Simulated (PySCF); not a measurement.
**Arsenic: a sound run and one with changed settings**

Sound run: As⁺ [Ar] 3d10 4s2 4p2, As²⁺ [Ar] 3d10 4s2 4p1. Computed with PySCF 2.14 in x2c-SVPall, with scalar relativity by spin-free X2C-1e. In the sound run the correlated levels freeze [Ar] 3d10. The sound run starts from symmetry-adapted Hartree-Fock orbitals and uses a fine grid where one is needed.

A second run was set up differently.

```json
{"species": "As⁺", "method": "MP2", "sound run (hartree)": "-2258.31988", "changed run (hartree)": "-2258.48022", "converged": "yes"}
{"species": "As²⁺", "method": "MP2", "sound run (hartree)": "-2257.64876", "changed run (hartree)": "-2257.80678", "converged": "yes"}
```

Ionisation energy of As⁺:

| method | sound run (eV) | changed run (eV) |
| --- | --- | --- |
| UHF | 18.001 | 18.001 |
| MP2 | 18.262 | 18.325 |
| SCS-MP2 | 18.195 | 18.233 |

(1) What was changed?
A. all electrons correlated in a valence basis
B. basis contracted for another Hamiltonian
C. level shift left on
D. too few SCF iterations

## Answers

(1) A. A valence basis has no tight correlating functions, so it recovers only part of the core correlation, and not evenly between atom and ion.
